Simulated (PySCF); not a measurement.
# Hartree-Fock beside MP2: BClFH2Si anion

All numbers below are calculated, not measured. They come from PySCF 2.14.0, an open-source quantum chemistry program, on an isolated molecule that a program drew, which may never have been made. The molecule is BClFH2Si anion (charge -1, singlet), drawn as the SMILES string `FB[SiH-]Cl`.

The geometry was optimised and harmonic frequencies were computed with HF and MP2, all in the aug-cc-pV(D+d)Z basis, for the commonest isotopes, with a restricted reference for singlets and an unrestricted one otherwise, and a frozen core in MP2. Each result is a local minimum of its method.

Geometry at the HF minimum:
```xyz
6
BClFH2Si anion, angstrom
F    -1.6830    0.4386   -1.7421
B    -1.9035    1.2390   -0.6606
Si   -1.0473    1.0859    1.1650
Cl   -0.6224   -1.1304    1.3371
H    -2.5795    2.2166   -0.9465
H    -2.3425    1.1031    1.9602
```

Lengths of the bonds as drawn, in Å (atoms numbered as above):
| bond | HF | MP2 |
|---|---|---|
| F1-B2 | 1.363 | 1.398 |
| B2-Si3 | 2.022 | 1.987 |
| Si3-Cl4 | 2.263 | 2.231 |
| B2-H5 | 1.223 | 1.229 |
| Si3-H6 | 1.520 | 1.518 |

Rotational constants, in GHz:
| constant | HF | MP2 |
|---|---|---|
| A | 6.655 | 7.069 |
| B | 2.468 | 2.364 |
| C | 1.84 | 1.808 |

Harmonic frequencies in cm^-1, each column in rising order, so a row needn't be the same motion in every method:
| rank | HF | MP2 |
|---|---|---|
| 1 | 98 | 80 |
| 2 | 157 | 194 |
| 3 | 327 | 266 |
| 4 | 353 | 372 |
| 5 | 513 | 475 |
| 6 | 588 | 583 |
| 7 | 785 | 750 |
| 8 | 878 | 797 |
| 9 | 1110 | ? |
| 10 | 1248 | 1164 |
| 11 | 2070 | 2075 |
| 12 | 2505 | 2459 |

**Estimate the missing MP2 frequency from the HF column.**

A single factor s that minimises the squared misfit of MP2 against s times HF over the other rows is sum(HF x MP2) / sum(HF^2) = 0.9764, with an rms misfit of 38 cm^-1. For rank 9 it gives 0.9764 x 1110 = 1084 cm^-1. The calculation gives 1025 cm^-1, 59 cm^-1 below the estimate. The drawn bonds are on average as long in MP2 as in HF.
